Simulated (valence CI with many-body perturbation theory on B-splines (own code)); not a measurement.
# Energy levels of Pd XXVI

Level of theory: valence CI with perturbative core correlation (CI+MBPT): three valence electrons over a frozen Dirac-Fock core [Ar], a basis of 9 s, 9 p, 10 d, 8 f, 5 g, 3 h, 1 i functions for each j, with the one-electron correlation potential Σ1, the two-electron term Σ2, the three-electron term Σ3, Breit, model QED; selected CI, second order for the rest (own B-spline code, finite nucleus).

No measured levels were compared; by estimate terms of the open shell hold to 2 to 4 % of their energy, and close levels can change places. Only levels of the ground parity were solved; by the run's estimate the other parity begins above the list, which can be wrong where configurations are misplaced.

Levels 1 to 19 of 19, with energies above the lowest level, 3d3 4F_3/2. "Leading %" is the weight of the configuration and term that name the level; weights of strongly mixed levels are sums over their largest components and can fall short. Lifetimes count E1, E2, E3, M1 and M2 decay at the calculated energies, and are blank where another channel may lead or the interval is too uncertain; long ones can be off by a factor of two.

```csv
No.,Configuration,Term,J,E (eV),Leading %,Second component,g,Lifetime
1,3d3,4F,3/2,0.000,82,15 % 3d3 2D,0.486,
2,3d3,4F,5/2,3.903,94,5 % 3d3 2D,1.034,865 μs
3,3d3,4F,7/2,6.902,85,13 % 3d3 2G,1.187,2.01 ms
4,3d3,4F,9/2,8.810,58,32 % 3d3 2G,1.215,14.5 ms
5,3d3,4P,3/2,9.244,48,33 % 3d3 2P,1.384,489 μs
6,3d3,4P,1/2,10.696,72,28 % 3d3 2P,2.110,2.21 ms
7,3d3,2G,7/2,14.134,82,15 % 3d3 4F,0.944,224 μs
8,3d3,2H,9/2,14.780,56,32 % 3d3 4F,1.067,341 μs
9,3d3,4P,5/2,15.424,89,9 % 3d3 2D,1.547,628 μs
10,3d3,2D,3/2,17.354,47,40 % 3d3 4P,1.173,109 μs
11,3d3,2P,1/2,18.479,72,28 % 3d3 4P,1.220,236 μs
12,3d3,2H,11/2,19.816,100,,1.088,742 μs
13,3d3,2D,5/2,21.270,89,6 % 3d3 4P,1.209,210 μs
14,3d3,2G,9/2,22.788,56,34 % 3d3 2H,1.062,145 μs
15,3d3,2F,5/2,25.202,85,13 % 3d3 2D,0.914,352 μs
16,3d3,2P,3/2,25.283,59,28 % 3d3 2D,1.202,115 μs
17,3d3,2F,7/2,25.502,95,4 % 3d3 2G,1.129,325 μs
18,3d3,2D,3/2,37.486,99,,0.804,
19,3d3,2D,5/2,37.930,84,13 % 3d3 2F,1.165,55.3 μs
```

Names give the largest LS component (configuration and term), which can be under half, so a name can repeat, a term be missing and a line seem to break the LS rules; names also repeat where a configuration has a term twice.

The ionisation energy to 3d2 3F_2 of the next ion comes out as 1290.7 eV (NIST: 1290 ± 4 eV (theoretical)). All 19 levels together are meant to be complete up to 39.446 eV.
